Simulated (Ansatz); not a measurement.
A structure relaxed at PBE0-D4/def2-TZVP, charge 0, multiplicity 1:

```xyz
9

F    -0.585    0.571    2.272
C    -0.077    0.157    1.117
N     1.007   -0.489    1.026
Si    0.754   -0.517   -0.737
C    -0.783    0.442   -0.181
H     1.771    0.227   -1.516
H     0.540   -1.868   -1.306
H    -1.764   -0.028   -0.261
H    -0.864    1.504   -0.415
```

Question: Give its formula and SMILES.

Answer: C2H4FNSi, `FC1=N[SiH2]C1`.

Question: Point group (tolerance 0.08 Å, 0.16 Å for H)?

Answer: Cs.

Question: Summarise the bond lengths by kind.

Answer: 1 × C–F 1.328 Å; 1 × C–N 1.265 Å; 1 × C–C 1.504 Å; 1 × N–Si 1.781 Å; 1 × C–Si 1.894 Å; 2 × H–Si 1.482 Å; 2 × C–H 1.090 Å.

All numbers were calculated with Ansatz.
